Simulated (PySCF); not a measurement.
Compound: C6H8F3P.
Cartesian coordinates in Å at the GFN2-xTB level; atoms count from 1:
```xyz
18
C6H8F3P angstrom
C     -0.5041   -2.1842    0.5113
P     -0.3454   -0.4012    0.9532
C     -1.8849    0.1749    0.1112
F     -2.7135   -0.7246   -0.4515
C     -2.2296    1.4557    0.1244
F     -3.3079    2.0143   -0.4064
F     -1.4499    2.3732    0.6870
C      0.8344    0.0977   -0.3647
C      1.5835    1.3902   -0.2091
C      2.2947    0.0963   -0.0047
H     -1.3270   -2.6215    1.0736
H      0.4197   -2.6837    0.7973
H     -0.6793   -2.3176   -0.5552
H      0.5641   -0.2109   -1.3701
H      1.3740    1.9976    0.6580
H      1.7952    1.9615   -1.1002
H      2.5656   -0.1766    1.0047
H      3.0016   -0.2347   -0.7505
```

NICS = −σ at a ghost point: NICS(0) at the centroid of the ring atoms, NICS(1) 1 Å to either side along the normal of their mean plane, zz for the tensor component along that normal. Level: GIAO PBE0/pcSseg-1 (PySCF, non-relativistic, gas phase) on the GFN2-xTB geometry, one conformer.

Ring bond lengths (Å), with Mayer bond orders in brackets: C8–C9 1.502 (0.94), C9–C10 1.491 (0.99), C10–C8 1.504 (0.94).

Q: Give the NICS values of each ring in ppm.

A: 
| ring | type | NICS(0) | NICS(1), two faces | NICS(1)zz, two faces | rms pucker (Å) | centre to ring atoms, mean (Å) |
| --- | --- | --- | --- | --- | --- | --- |
| C8–C9–C10 | 3-membered carbocycle; formal bonds all single | -43.8 | -8.7 / -8.7 | -24.1 / -21.6 | 0.00 | 0.87 |

Q: What can be read from them?

A: 
- C8–C9–C10: mean NICS(1)zz -22.8 ppm, shielded. C8, C9, C10 have four or more neighbours; no verdict on aromaticity is drawn. NICS(0) lies 35 ppm below the mean NICS(1).

Q: What field does 1 T along the ring normal induce along that normal at the second NICS(1) probe listed for ring C8–C9–C10, 1 Å off the ring?

A: NICSzz × B0 = -21.6 ppm × 1 T = -22 μT, against the applied field.

Q: List the ring angles and the Hirshfeld charges of the ring atoms.

A: 
- C8–C9–C10: C8 59.5° (-0.095 e), C9 60.3° (-0.091 e), C10 60.2° (-0.090 e); sum 180.0° against 180° for a flat convex ring.

Q: What are the shieldings of the ring atoms and their hydrogens in the same run (means over atoms taken as equivalent)?

A: 
```csv
atoms,environment,σ isotropic (ppm)
C8,sp3 carbon bound to phosphorus,170.7
C9 (×2),three-membered-ring carbon,181.5
H14,methine hydrogen,30.82
H15 (×2),methylene hydrogen,31.29
H16 (×2),methylene hydrogen,30.96
```
